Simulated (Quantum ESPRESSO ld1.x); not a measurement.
Values are calculated unless marked as measured or tabulated.
Task: All-electron atom: La2+ in [Xe] 5d1. Code: ld1.x of Quantum ESPRESSO 7.5. Model: non-relativistic Kohn-Sham, LDA (Slater exchange, Perdew-Zunger correlation), spin-polarised, spherical densities, point nucleus, Latter tail correction; open shells are filled with parallel spins first; relativity is left out, which matters for an element this heavy. Some entries of the table are withheld. Estimate them.

orbital,occ.,eigenvalue (eV),<1/r> (bohr^-1)
1s up,1,-36901.967,56.42
1s down,1,-36901.966,56.42
2s up,1,-5723.351,13.01
2s down,1,-5723.318,13.01
2p up,3,-5410.261,13.04
2p down,3,-5410.236,13.04
3s up,1,-1234.112,4.808
3s down,1,-1234.090,4.808
3p up,3,-1099.133,4.743
3p down,3,-1099.112,4.743
3d up,5,-846.915,4.625
3d down,5,-846.887,4.625
4s up,1,-258.346,2.030
4s down,1,-258.298,2.030
4p up,3,-208.466,1.938
4p down,3,-208.417,1.938
4d up,5,-121.108,(1)
4d down,5,-121.053,(2)
5s up,1,-49.267,0.8133
5s down,1,-48.955,0.8149
5p up,3,-35.613,0.7191
5p down,3,-35.270,0.7199
5d up,1,-16.782,(3)
5d down,0,-16.514,(4)

Result: 
(1) 4d up <1/r> (bohr^-1): 1.731
(2) 4d down <1/r> (bohr^-1): 1.731
(3) 5d up <1/r> (bohr^-1): 0.4803
(4) 5d down <1/r> (bohr^-1): 0.4749
